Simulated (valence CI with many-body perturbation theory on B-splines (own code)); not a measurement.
Tc XI in brief

Level of theory: relativistic CI+MBPT: five valence electrons over a frozen Dirac-Fock core [Ar] 3d10, a basis of 11 s, 11 p, 10 d, 8 f, 5 g, 2 h functions for each j, with the one-electron correlation potential Σ1 (screened to all orders), the two-electron term Σ2, the three-electron term Σ3, Breit, model QED; selected single and double excitations, second order for the rest, scaled by the run's own slope (own B-spline code, finite nucleus).

No measured spectrum was set against this ion. As an estimate, levels hold to about 250 cm⁻¹ or 0.2 % of their energy and the worst to 1 %, as in measured heavy ions of charge 2 to 7; those with d or f electrons hold less well. Among the levels kept, up to 2700 cm⁻¹ of a level comes from second order outside the variational space, and about a tenth of that is noise between levels of different J, which matters for small intervals.

Names give the largest LS component (configuration and term), which can be under half, so a name can repeat, a term be missing and a line seem to break the LS rules; names also repeat where a configuration has a term twice.

Rates and lifetimes use the calculated energies. Strong lines usually hold to 10 to 20 %, long lifetimes can be off by a factor of two.

Q: What is the ground level?

A: 4s2 4p3 4S°_3/2, composition 78 % 4s2 4p3 4S° + 14 % 4s2 4p3 2P° + 5 % 4s2 4p3 2D°, g = 1.842.

Q: Where does the other parity begin?

A: At 4s 4p4 4P_5/2, 243880 cm⁻¹.

Q: What is the ionisation energy?

A: 215.02 eV; NIST lists 214 ± 2.4 eV (theoretical).

Q: Among levels below 877140 cm⁻¹, which E1 lines absorb most strongly from the ground level?

A: to 4s2 4p2 4d 4P_5/2 at 22.09 nm, f = 1.28; to 4s2 4p2 4d 4P_3/2 at 21.90 nm, f = 0.751; to 4s2 4p2 4d 4P_1/2 at 21.55 nm, f = 0.303.

Q: How well does LS coupling describe the low levels?

A: Among the lowest 20 levels the leading LS term, summed over configurations, holds 82 % on average. For single configurations the figures are 75 % in LS and 66 % in jj coupling. Terms mix most in the J = 7/2 level at 408070 cm⁻¹, where the leading one holds 51 %.
